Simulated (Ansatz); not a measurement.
Ansatz results at the PBE0-D4/def2-TZVP geometry: LUMO energy (ωB97M-V/def2-TZVPP) 2.13 eV; size of the dipole moment (ωB97M-V/def2-TZVPP) 2.13 D; LUMO energy (PBE0/def2-TZVPP) 0.65 eV.

Each molecule was computed in one conformer, which needn't be the lowest.

(1) Which molecule gave them?
A. `C[NH][GeH]([F])[O]C`
B. `C[N](C)[Ge]([Cl])([N](C)C)[N](C)C`
C. `C[NH][GeH]([F])[F]`
D. `C[O][Ge]([CH3])([NH2])[F]`

Answers

(1) B. The others give `C[O][Ge]([CH3])([NH2])[F]`: 1.99, 1.42, 0.49; `C[NH][GeH]([F])[F]`: 2.14, 3.12, 0.45; `C[NH][GeH]([F])[O]C`: 2.38, 1.15, 0.80.
